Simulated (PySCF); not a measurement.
# Gd (gadolinium, neutral) across methods

[Xe] 4f7 5d1 6s2, high-spin 9D determinant. Computed with PySCF 2.14 in cc-pVDZ-X2C (8s7p5d3f1g, 84 functions), with scalar relativity by spin-free X2C-1e.

| method | E (hartree) | mean ε 6s α (eV) | mean ε 6s β (eV) | mean ε 5d α (eV) | Σ⟨r²⟩ (bohr²) | ⟨S²⟩ |
| --- | --- | --- | --- | --- | --- | --- |
| r2SCAN | -11270.81 | -4.313 | -3.782 | -3.475 | 81.39 | 20.420 |
| PBE0 | -11270.46 | -4.780 | -4.330 | -4.189 | 82.13 | 20.125 |
| PBE | -11270.51 | -4.262 | -3.811 | -3.174 | 81.83 | 20.146 |
| LDA | -11262.39 | -4.443 | -3.968 | -3.174 | 81.39 | 20.041 |
| UHF | -11266.74208 | -5.719 | -5.114 | -6.850 | 85.50 | 20.153 |

⟨L²⟩ = 7.43 against 6 for a pure D term, so this real determinant mixes terms. Spin-orbit coupling, absent here, splits the open shell strongly. ⟨S²⟩ = 20.42 against 20.00 shows spin contamination.
